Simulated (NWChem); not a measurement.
Molecule: C$_{2}$H$_{6}$OSi; SMILES C[SiH2]C=O

```xyz
10

C     -1.0442    -1.4323     0.0000
Si     0.6471    -0.6353     0.0000
C      0.4031     1.2833     0.0000
O     -0.6993     1.7751     0.0000
H     -1.6099    -1.1139    -0.8885
H     -0.9784    -2.5304     0.0000
H     -1.6099    -1.1139     0.8885
H      1.4583    -0.9906     1.2081
H      1.4583    -0.9906    -1.2081
H      1.3120     1.9517     0.0000
```
Atoms are numbered in this order, from 1.

Computed with NWChem. Pople sets run with spherical d functions. Geometry: optimised at PBE0/def2-SVP. Vzz is the largest principal value of the second derivative of the potential at the nucleus (NWChem prints the opposite sign); η is the asymmetry. Non-relativistic.

```json
[
 {"level": "CAM-B3LYP/6-31G*", "Vzz O4 (a.u.)": "-2.079", "η O4": "0.58"},
 {"level": "CAM-B3LYP/def2-SVP", "Vzz O4 (a.u.)": "-2.118", "η O4": "0.63"},
 {"level": "PBE0/def2-SVP", "Vzz O4 (a.u.)": "-2.080", "η O4": "0.61"},
 {"level": "PBE0/6-31G*", "Vzz O4 (a.u.)": "-2.043", "η O4": "0.56"}
]
```
